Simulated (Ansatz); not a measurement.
Job for Ansatz (a first-principles code): R-CCSD(T)/cc-pV(T+d)Z on AlH4 (SMILES [AlH4-]). Charge -1. Files ending in .json are basis or fitting sets from the Basis Set Exchange.

Ansatz 0.2 input:
```yaml
crystal:
  periodic: [false, false, false]
  atoms:
    - {symbol: Al, position_ang: [-0.00000000, 0.00000000, 0.00000000]}
    - {symbol: H, position_ang: [0.62928434, 1.22890726, -0.89174535]}
    - {symbol: H, position_ang: [-1.12755427, 0.59666392, 1.03635668]}
    - {symbol: H, position_ang: [1.20055012, -0.72661425, 0.85564755]}
    - {symbol: H, position_ang: [-0.70228019, -1.09895692, -1.00025888]}
basis:
  gaussian:
    orbitals: cc-pV_T+d_Z.json
total_charge: -1
magnetization: {spin_polarized: false}
correlation: {method: ccsd_t, electrons: outside_noble_gas}
accuracy: high
phonons: {}
scf: {lower_state_search: off}
```

Program output:

```
WARN ansatz: RAYON_NUM_THREADS=2 ignored (pool sized by the plan → 2); use --threads N
Functional definition: HF
these checks for a lower state are left out or cut short: starts, cluster_reference, orbital_swaps, neighbouring_geometries, increment
integrals: 0.24 GiB planned
1734 factors; integrals over basis functions are off by at most 1.9e-9 eV
mean field: 0.21 GiB planned
mean field evaluation 1: about -6645.7153 eV, gradient 1.0e1 eV
mean field evaluation 2: about -6645.7159 eV, gradient 1.0e1 eV
mean field evaluation 4: about -6646.3561 eV, gradient 6.9e-1 eV
mean field evaluation 8: about -6646.3582 eV, gradient 4.3e-5 eV
mean field -6646.35819031 eV, -244.2491584304 hartree, gradient 2.0e-8 eV, S^2 0.000000; 0 other end points of the search recorded, 0 dependent functions left out
5 core orbitals not correlated
reference -6646.35819031 eV, -244.2491584304 hartree; 4, 4 occupied and 86, 86 virtual orbitals, 1734 factors
densities: 0.80 GiB planned
second order -3.49897100 eV of doubles, -0.00000000 eV of singles
coupled cluster: 0.61 GiB planned
cycle   1  -4.09362246 eV  change   -5.9e-1 eV  update   5.9e-2
cycle   2  -4.32618936 eV  change   -2.3e-1 eV  update   2.0e-2
cycle   3  -4.33272457 eV  change   -6.5e-3 eV  update   4.5e-3
cycle   4  -4.33207747 eV  change    6.5e-4 eV  update   1.6e-3
cycle   5  -4.33159340 eV  change    4.8e-4 eV  update   5.0e-4
cycle   6  -4.33154981 eV  change    4.4e-5 eV  update   8.4e-5
cycle   7  -4.33158701 eV  change   -3.7e-5 eV  update   2.2e-5
cycle   8  -4.33159357 eV  change   -6.6e-6 eV  update   5.5e-6
cycle   9  -4.33159131 eV  change    2.3e-6 eV  update   1.1e-6
cycle  10  -4.33159120 eV  change    1.0e-7 eV  update   2.9e-7
cycle  11  -4.33159128 eV  change   -7.3e-8 eV  update   9.3e-8
cycle  12  -4.33159127 eV  change    6.5e-9 eV  update   3.2e-8
cycle  13  -4.33159129 eV  change   -1.5e-8 eV  update   1.9e-8
cycle  14  -4.33159103 eV  change    2.6e-7 eV  update   9.1e-8
cycle  15  -4.33159096 eV  change    6.6e-8 eV  update   2.6e-8
cycle  16  -4.33159095 eV  change    1.4e-8 eV  update   6.7e-9
cycle  17  -4.33159095 eV  change   -1.2e-9 eV  update   1.6e-9
cycle  18  -4.33159095 eV  change  -4.8e-10 eV  update  4.6e-10
perturbative correction -0.07485928 eV, -0.0027510279 hartree
the calculation of the forces begins
these checks for a lower state are left out or cut short: starts, cluster_reference, orbital_swaps, neighbouring_geometries, increment
integrals: 0.24 GiB planned
1734 factors; integrals over basis functions are off by at most 1.9e-9 eV
mean field: 0.21 GiB planned
mean field evaluation 16: about -6646.3581 eV, gradient 1.6e-5 eV
mean field -6646.35813587 eV, -244.2491564297 hartree, gradient 2.7e-8 eV, S^2 0.000000; 0 other end points of the search recorded, 0 dependent functions left out
5 core orbitals not correlated
reference -6646.35813587 eV, -244.2491564297 hartree; 4, 4 occupied and 86, 86 virtual orbitals, 1734 factors
densities: 0.80 GiB planned
second order -3.49897200 eV of doubles, -0.00000000 eV of singles
coupled cluster: 0.61 GiB planned
cycle   1  -4.09362345 eV  change   -5.9e-1 eV  update   5.9e-2
cycle   2  -4.32619102 eV  change   -2.3e-1 eV  update   2.0e-2
cycle   3  -4.33272616 eV  change   -6.5e-3 eV  update   4.5e-3
cycle   4  -4.33207888 eV  change    6.5e-4 eV  update   1.6e-3
cycle   5  -4.33159495 eV  change    4.8e-4 eV  update   5.0e-4
cycle   6  -4.33155150 eV  change    4.3e-5 eV  update   8.4e-5
cycle   7  -4.33158859 eV  change   -3.7e-5 eV  update   2.2e-5
cycle   8  -4.33159494 eV  change   -6.3e-6 eV  update   5.5e-6
cycle   9  -4.33159290 eV  change    2.0e-6 eV  update   1.1e-6
cycle  10  -4.33159264 eV  change    2.5e-7 eV  update   2.9e-7
cycle  11  -4.33159269 eV  change   -4.8e-8 eV  update   9.0e-8
cycle  12  -4.33159273 eV  change   -3.5e-8 eV  update   3.6e-8
cycle  13  -4.33159274 eV  change   -1.9e-8 eV  update   2.0e-8
cycle  14  -4.33159282 eV  change   -7.6e-8 eV  update   1.2e-7
cycle  15  -4.33159287 eV  change   -4.8e-8 eV  update   3.2e-8
cycle  16  -4.33159287 eV  change   -2.6e-9 eV  update   1.0e-8
cycle  17  -4.33159287 eV  change    3.4e-9 eV  update   2.5e-9
cycle  18  -4.33159287 eV  change    1.3e-9 eV  update  7.1e-10
cycle  19  -4.33159287 eV  change   2.5e-10 eV  update  2.5e-10
perturbative correction -0.07485953 eV, -0.0027510370 hartree
the calculation of the forces begins
these checks for a lower state are left out or cut short: starts, cluster_reference, orbital_swaps, neighbouring_geometries, increment
integrals: 0.24 GiB planned
1734 factors; 
[...]
33150707 eV  change   -7.0e-8 eV  update   9.2e-8
cycle  12  -4.33150707 eV  change   -1.3e-9 eV  update   3.4e-8
cycle  13  -4.33150707 eV  change    3.5e-9 eV  update   2.1e-8
cycle  14  -4.33150707 eV  change   -3.9e-9 eV  update   1.5e-8
cycle  15  -4.33150696 eV  change    1.1e-7 eV  update   1.0e-7
cycle  16  -4.33150695 eV  change    1.2e-8 eV  update   2.7e-8
cycle  17  -4.33150695 eV  change    2.6e-9 eV  update   8.2e-9
cycle  18  -4.33150695 eV  change  -7.9e-10 eV  update   2.1e-9
cycle  19  -4.33150695 eV  change  -2.3e-11 eV  update  6.3e-10
perturbative correction -0.07486764 eV, -0.0027513350 hartree
the calculation of the forces begins
these checks for a lower state are left out or cut short: starts, cluster_reference, orbital_swaps, neighbouring_geometries, increment
integrals: 0.24 GiB planned
1734 factors; integrals over basis functions are off by at most 1.9e-9 eV
mean field: 0.21 GiB planned
mean field -6646.35808699 eV, -244.2491546337 hartree, gradient 1.5e-8 eV, S^2 0.000000; 0 other end points of the search recorded, 0 dependent functions left out
5 core orbitals not correlated
reference -6646.35808699 eV, -244.2491546337 hartree; 4, 4 occupied and 86, 86 virtual orbitals, 1734 factors
densities: 0.80 GiB planned
second order -3.49918084 eV of doubles, -0.00000000 eV of singles
coupled cluster: 0.61 GiB planned
cycle   1  -4.09379619 eV  change   -5.9e-1 eV  update   5.9e-2
cycle   2  -4.32627828 eV  change   -2.3e-1 eV  update   2.0e-2
cycle   3  -4.33281113 eV  change   -6.5e-3 eV  update   4.5e-3
cycle   4  -4.33216292 eV  change    6.5e-4 eV  update   1.6e-3
cycle   5  -4.33167880 eV  change    4.8e-4 eV  update   5.0e-4
cycle   6  -4.33163530 eV  change    4.3e-5 eV  update   8.3e-5
cycle   7  -4.33167253 eV  change   -3.7e-5 eV  update   2.2e-5
cycle   8  -4.33167894 eV  change   -6.4e-6 eV  update   5.5e-6
cycle   9  -4.33167673 eV  change    2.2e-6 eV  update   1.1e-6
cycle  10  -4.33167653 eV  change    1.9e-7 eV  update   2.9e-7
cycle  11  -4.33167659 eV  change   -5.6e-8 eV  update   8.9e-8
cycle  12  -4.33167660 eV  change   -1.2e-8 eV  update   3.4e-8
cycle  13  -4.33167661 eV  change   -4.2e-9 eV  update   1.9e-8
cycle  14  -4.33167657 eV  change    3.8e-8 eV  update   1.4e-7
cycle  15  -4.33167659 eV  change   -2.0e-8 eV  update   3.9e-8
cycle  16  -4.33167659 eV  change   -1.7e-9 eV  update   1.2e-8
cycle  17  -4.33167659 eV  change    1.1e-9 eV  update   2.6e-9
cycle  18  -4.33167659 eV  change   7.0e-10 eV  update  6.8e-10
perturbative correction -0.07485103 eV, -0.0027507246 hartree
the calculation of the forces begins
these checks for a lower state are left out or cut short: starts, cluster_reference, orbital_swaps, neighbouring_geometries, increment
integrals: 0.24 GiB planned
1734 factors; integrals over basis functions are off by at most 1.9e-9 eV
mean field: 0.21 GiB planned
mean field -6646.35821039 eV, -244.2491591683 hartree, gradient 1.8e-8 eV, S^2 0.000000; 0 other end points of the search recorded, 0 dependent functions left out
5 core orbitals not correlated
reference -6646.35821039 eV, -244.2491591683 hartree; 4, 4 occupied and 86, 86 virtual orbitals, 1734 factors
densities: 0.80 GiB planned
second order -3.49889565 eV of doubles, -0.00000000 eV of singles
coupled cluster: 0.61 GiB planned
cycle   1  -4.09356024 eV  change   -5.9e-1 eV  update   5.9e-2
cycle   2  -4.32615815 eV  change   -2.3e-1 eV  update   2.0e-2
cycle   3  -4.33269390 eV  change   -6.5e-3 eV  update   4.5e-3
cycle   4  -4.33204723 eV  change    6.5e-4 eV  update   1.6e-3
cycle   5  -4.33156311 eV  change    4.8e-4 eV  update   5.0e-4
cycle   6  -4.33151927 eV  change    4.4e-5 eV  update   8.4e-5
cycle   7  -4.33155660 eV  change   -3.7e-5 eV  update   2.2e-5
cycle   8  -4.33156304 eV  change   -6.4e-6 eV  update   5.5e-6
cycle   9  -4.33156097 eV  change    2.1e-6 eV  update   1.1e-6
cycle  10  -4.33156069 eV  change    2.9e-7 eV  update   2.9e-7
cycle  11  -4.33156075 eV  change   -5.7e-8 eV  update   9.4e-8
cycle  12  -4.33156075 eV  change   -8.8e-9 eV  update   3.6e-8
cycle  13  -4.33156076 eV  change   -1.1e-9 eV  update   2.1e-8
cycle  14  -4.33156076 eV  change   -9.7e-9 eV  update   1.5e-8
cycle  15  -4.33156078 eV  change   -1.3e-8 eV  update   1.0e-7
cycle  16  -4.33156080 eV  change   -1.9e-8 eV  update   2.6e-8
cycle  17  -4.33156080 eV  change   -2.3e-9 eV  update   8.3e-9
cycle  18  -4.33156080 eV  change   7.3e-10 eV  update   2.2e-9
cycle  19  -4.33156080 eV  change   1.1e-10 eV  update  6.5e-10
perturbative correction -0.07486234 eV, -0.0027511403 hartree
the calculation of the forces begins
these checks for a lower state are left out or cut short: starts, cluster_reference, orbital_swaps, neighbouring_geometries, increment
integrals: 0.24 GiB planned
1734 factors; integrals over basis functions are off by at most 1.9e-9 eV
mean field: 0.21 GiB planned
mean field -6646.35815513 eV, -244.2491571375 hartree, gradient 1.9e-8 eV, S^2 0.000000; 0 other end points of the search recorded, 0 dependent functions left out
5 core orbitals not correlated
reference -6646.35815513 eV, -244.2491571375 hartree; 4, 4 occupied and 86, 86 virtual orbitals, 1734 factors
densities: 0.80 GiB planned
second order -3.49904689 eV of doubles, -0.00000000 eV of singles
coupled cluster: 0.61 GiB planned
cycle   1  -4.09368533 eV  change   -5.9e-1 eV  update   5.9e-2
cycle   2  -4.32622138 eV  change   -2.3e-1 eV  update   2.0e-2
cycle   3  -4.33275612 eV  change   -6.5e-3 eV  update   4.5e-3
cycle   4  -4.33210849 eV  change    6.5e-4 eV  update   1.6e-3
cycle   5  -4.33162416 eV  change    4.8e-4 eV  update   5.0e-4
cycle   6  -4.33158075 eV  change    4.3e-5 eV  update   8.4e-5
cycle   7  -4.33161794 eV  change   -3.7e-5 eV  update   2.2e-5
cycle   8  -4.33162442 eV  change   -6.5e-6 eV  update   5.5e-6
cycle   9  -4.33162226 eV  change    2.2e-6 eV  update   1.1e-6
cycle  10  -4.33162204 eV  change    2.2e-7 eV  update   3.0e-7
cycle  11  -4.33162207 eV  change   -3.3e-8 eV  update   9.3e-8
cycle  12  -4.33162207 eV  change   -2.0e-9 eV  update   3.5e-8
cycle  13  -4.33162208 eV  change   -1.3e-8 eV  update   2.0e-8
cycle  14  -4.33162205 eV  change    3.0e-8 eV  update   1.2e-7
cycle  15  -4.33162207 eV  change   -1.4e-8 eV  update   3.5e-8
cycle  16  -4.33162207 eV  change   -4.3e-9 eV  update   1.1e-8
cycle  17  -4.33162207 eV  change   8.5e-10 eV  update   3.1e-9
cycle  18  -4.33162207 eV  change   9.3e-10 eV  update  8.1e-10
cycle  19  -4.33162207 eV  change   3.2e-10 eV  update  2.3e-10
perturbative correction -0.07485634 eV, -0.0027509198 hartree
the calculation of the forces begins
mean field evaluation 96: about -6646.3574 eV, gradient 1.1e-2 eV
Total energy: -6650.76464054 eV, -244.4110924896 hartree
Atom 0 at     0.000000     0.000000     0.000000 Å, force    -0.000000     0.000000     0.000000 eV/Å
Atom 1 at     0.629284     1.228907    -0.891745 Å, force    -0.000001    -0.000001     0.000001 eV/Å
Atom 2 at    -1.127554     0.596664     1.036357 Å, force     0.000001    -0.000001    -0.000001 eV/Å
Atom 3 at     1.200550    -0.726614     0.855648 Å, force    -0.000001     0.000001    -0.000001 eV/Å
Atom 4 at    -0.702280    -1.098957    -1.000259 Å, force     0.000001     0.000001     0.000001 eV/Å
Dipole moment:     0.000000    -0.000000    -0.000000 e Å
Vibrations: 765.50 765.50 787.75 787.75 787.75 1655.42 1655.42 1655.43 1737.38 cm⁻¹, zero-point energy 0.656986 eV
Checks for a lower state left out: starts, cluster_reference, orbital_swaps, neighbouring_geometries, increment
```

The calculation finished and met its thresholds.

Cost: very roughly 7 core-minutes.
